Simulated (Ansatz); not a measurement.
Geometry optimisation, RKS B3LYP-D4/def2-SVP (Ansatz 0.2.0).

Input:

```yaml
crystal:
  periodic: [false, false, false]
  atoms:
    - { symbol: S, position_ang: [-1.44602, -0.93683, 0.17974] }
    - { symbol: S, position_ang: [-0.57785, 0.91468, 0.10917] }
    - { symbol: Te, position_ang: [-2.28029, 2.54739, 0.55939] }
    - { symbol: H, position_ang: [-1.87547, -0.99511, -1.08669] }
    - { symbol: H, position_ang: [-2.75093, 2.60957, -1.01637] }
basis:
  gaussian: { orbitals: def2-SVP }
hamiltonian:
  xc: b3lyp
  dispersion: d4
relax:
  f_tol: 0.015
  max_steps: 40
```

Command:

```bash
$ ansatz run input.yaml --threads 1 --pin off --max-ram 2048MiB --backend cpu --events-out ev --progress --plain --runs-dir out
```

Problem. Where does it end, and by what steps?

Solution. It converged. After 5 steps the energy has fallen by 0.059 eV; H5 moved furthest, 0.14 Å.

```
step  energy less start (eV)  largest force component (eV/Å)  accepted
   0                  0.0000                           0.842       yes
   1                 -0.0448                           0.278       yes
   2                 -0.0583                           0.099       yes
   3                 -0.0589                           0.039       yes
   4                 -0.0591                           0.026       yes
   5                 -0.0593                           0.009       yes
```

```xyz
5
Properties=species:S:1:pos:R:3
S -1.436 -0.995 0.200
S -0.562 0.905 0.096
Te -2.300 2.575 0.570
H -1.845 -1.088 -1.092
H -2.787 2.742 -1.028
```

The run took 20 s on 1 thread of Arm Neoverse V1, with other jobs on the host, peak memory 0.15 GiB.
